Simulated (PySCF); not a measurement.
## Substituent effects on chemical shifts

Parent skeleton `[OH:1][B:2]([OH:3])[SiH3:4]`; one hydrogen on atom 4 is replaced by X. Hydrogens on one atom are averaged.

[PySCF 2.14.0 with density-fitted response routines: shielding tensors at PBE0/pcSseg-1 (GIAO); PBE0-D3(BJ)/def2-SVP geometry; a single conformation; no solvent; equivalent nuclei averaged; non-relativistic Hamiltonian]

Referencing at the same level of theory: $^{17}$O vs H2O; $^{11}$B vs BF3·OEt2; $^{29}$Si, $^{1}$H against TMS.

Parent (X = H): O1/O3 148.1, B2 31.2, Si4 -111.3, H(Si4) 3.40 ppm. Effects are Δδ = δ(X) − δ(H), positive for deshielding.

(1) Give Δδ (ppm) for X = Cl, CH3, NH2, 2-pyridyl.

(2) Which position responds most, and to which substituents?

Answers

(1) 
```csv
X,SMILES,O1/O3,B2,Si4,H(Si4)
Cl,OB(O)[SiH2]Cl,-3.9,-2.8,+84.9,+1.61
CH3,C[SiH2]B(O)O,-2.5,+0.4,+33.8,+0.38
NH2,N[SiH2]B(O)O,+4.9,-0.7,+58.2,+1.22
2-pyridyl,OB(O)[SiH2]c1ccccn1,-1.3,+0.0,+39.9,+1.03
```

(2) Si4: from +33.8 ppm with CH3 to +84.9 ppm with Cl.

Experimental scales use liquid or dissolved standards, which lie at an offset from isolated H2O (liquid H2O: subtract about 36 ppm).
